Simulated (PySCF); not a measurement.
AgI, SMILES [Ag][I], multiplicity 1.

The structure is a stationary point at B3LYP-D3(BJ)/def2-TZVP. The spin state was assumed, not searched. The def2 effective core potentials stand for the cores of Ag, I; spin–orbit coupling is left out.

The numbers are results of PySCF 2.14.0 with TDDFT-ωB97X/def2-TZVPD, not measurements.

Vertical excitations; the highest root listed may be one member of a degenerate set. Isolated molecule, no solvent. State labels are in the subgroup C2v.

| state | symmetry | energy (eV) | λ (nm) | f | main pairs |
|---|---|---|---|---|---|
| S1 | B2 | 3.18 | 390 | 0.015 | HOMO→LUMO (degenerate set) |
| S2 | B1 | 3.18 | 390 | 0.015 | HOMO−1→LUMO (degenerate set) |
| S3 | A1 | 3.89 | 318 | 0.111 | HOMO−2→LUMO 83 %, HOMO−7→LUMO 13 % |
| S4 | A2 | 5.10 | 243 | 0.000 | HOMO−3→LUMO (degenerate set) |
| S5 | A1 | 5.10 | 243 | 0.000 | HOMO−4→LUMO (degenerate set) |
| S6 | B2 | 5.48 | 226 | 0.000 | HOMO−5→LUMO (degenerate set) |
| S7 | B1 | 5.48 | 226 | 0.000 | HOMO−6→LUMO (degenerate set) |
| S8 | A1 | 5.97 | 208 | 0.000 | HOMO−1→LUMO+1, HOMO→LUMO+2 (degenerate set) |
| S9 | A2 | 5.97 | 208 | 0.000 | HOMO→LUMO+1, HOMO−1→LUMO+2 (degenerate set) |
| S10 | A2 | 6.00 | 207 | 0.000 | HOMO−1→LUMO+2 46 %, HOMO→LUMO+1 46 % |
| T1 | B2 | 2.95 | 420 | 0 | HOMO→LUMO (degenerate set) |
| T2 | B1 | 2.95 | 420 | 0 | HOMO−1→LUMO (degenerate set) |
| T3 | A1 | 3.18 | 390 | 0 | HOMO−2→LUMO 91 % |
| T4 | A2 | 4.85 | 256 | 0 | HOMO−3→LUMO 96 % |
Triplets are in the Tamm–Dancoff approximation, which puts them higher than full response would, so one can lie above its singlet here.
